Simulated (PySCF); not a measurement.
Job file and geometry (Å, from PBE0-D3(BJ)/def2-SVP) of an NMR shielding run on SMILES CNB[AsH2], CH₇AsBN, GIAO mPW1PW91/pcSseg-2 NMR shielding, non-relativistic, gas phase in PySCF 2.14.0, density-fitted response routines; density fitting, a coarse starting grid and PySCF grid level 2 are the driver's defaults:

```
{"job": {"kind": "nmr", "xc": "mPW1PW91", "basis": "pcSseg-2", "pop": false}, "charge": 0, "multiplicity": 1}
C     -1.798050     0.003883    -0.269073
N     -0.367708     0.150443    -0.397381
B      0.606998    -0.442816     0.392684
As     2.601149    -0.251940     0.007294
H     -2.249189    -0.422322    -1.181041
H     -2.291327     0.970216    -0.070055
H     -2.020719    -0.671190     0.567549
H     -0.085824     0.771678    -1.148706
H      0.260528    -1.173949     1.293740
H      2.519305     1.113992    -0.669767
H      2.922022     0.340290     1.372233
```

Question: Write the output of this run.

Answer: 
```
coarse grid: 40120 points
cycle   1  E = -2358.0244294327  dE = -7.026e-01  |g| = 8.838e-01  |ddm| = 2.202e+00
cycle   2  E = -2358.0200690852  dE =  4.360e-03  |g| = 7.512e-01  |ddm| = 5.298e-01
cycle   3  E = -2358.0611697181  dE = -4.110e-02  |g| = 1.538e-01  |ddm| = 3.044e-01
cycle   4  E = -2358.0644020418  dE = -3.232e-03  |g| = 5.665e-02  |ddm| = 1.024e-01
cycle   5  E = -2358.0650983549  dE = -6.963e-04  |g| = 9.354e-03  |ddm| = 3.022e-02
cycle   6  E = -2358.0651157433  dE = -1.739e-05  |g| = 1.525e-03  |ddm| = 7.713e-03
cycle   7  E = -2358.0651164166  dE = -6.733e-07  |g| = 5.330e-04  |ddm| = 1.859e-03
final grid: 84088 points
cycle   8  E = -2358.0651292977  dE = -3.222e-08  |g| = 5.480e-04  |ddm| = 2.010e-03
cycle   9  E = -2358.0651292710  dE =  2.670e-08  |g| = 6.487e-04  |ddm| = 8.785e-04
cycle  10  E = -2358.0651293763  dE = -1.053e-07  |g| = 8.797e-05  |ddm| = 4.322e-04
cycle  11  E = -2358.0651293781  dE = -1.731e-09  |g| = 1.235e-05  |ddm| = 5.331e-05
cycle  12  E = -2358.0651293781  dE = -3.547e-11  |g| = 3.624e-06  |ddm| = 8.938e-06
converged SCF energy = -2358.0651293781

GIAO shielding tensors (ppm)
atom      isotropic    diamagn.    paramagn.     s11        s22        s33       span
  0 C      143.094     238.631     -95.537    120.559    124.543    184.181     63.622
  1 N      123.044     321.180    -198.136      8.045    161.805    199.283    191.238
  2 B       48.390     194.065    -145.675     -1.632     41.786    105.017    106.650
  3 As    1822.934    2878.285   -1055.351   1695.293   1831.499   1942.009    246.716
  4 H       28.350      27.864       0.486     24.163     26.370     34.519     10.356
  5 H       28.311      28.242       0.070     24.145     26.387     34.401     10.256
  6 H       28.235      28.964      -0.729     25.074     27.391     32.240      7.166
  7 H       26.728      33.938      -7.210     19.818     29.412     30.954     11.136
  8 H       25.457      30.523      -5.066     22.156     24.954     29.261      7.105
  9 H       29.316      30.569      -1.254     22.706     25.295     39.947     17.241
 10 H       28.962      29.334      -0.372     22.639     24.077     40.170     17.531
```

Question: Turn these shieldings into chemical shifts. Shifts are taken against calculated references (same method and geometry level): TMS for ¹³C (183.53 ppm) and ¹H (31.29 ppm); ¹⁵N (260.49 ppm) against NH3; ¹¹B (99.12 ppm) against BF3·OEt2; ⁷⁵As (1901.89 ppm) against AsH3.

Answer: Averaging equivalent atoms: C 0: 40.4; N 1: 137.4; B 2: 50.7; As 3: 79; H 8: 5.84; H 7: 4.57; H 4/5/6: 2.99; H 9/10: 2.15 ppm. Experimental scales use liquid or dissolved standards, which lie at an offset from isolated NH3 (liquid NH3: subtract about 20 ppm).

Relativistic effects, spin–orbit coupling among them, are left out; they matter for As and for the light atoms bonded to it.

Size and cost of the density-fitted run: 269 basis functions, 30 s wall time on 1 thread of an x86-64 server CPU, shared host.
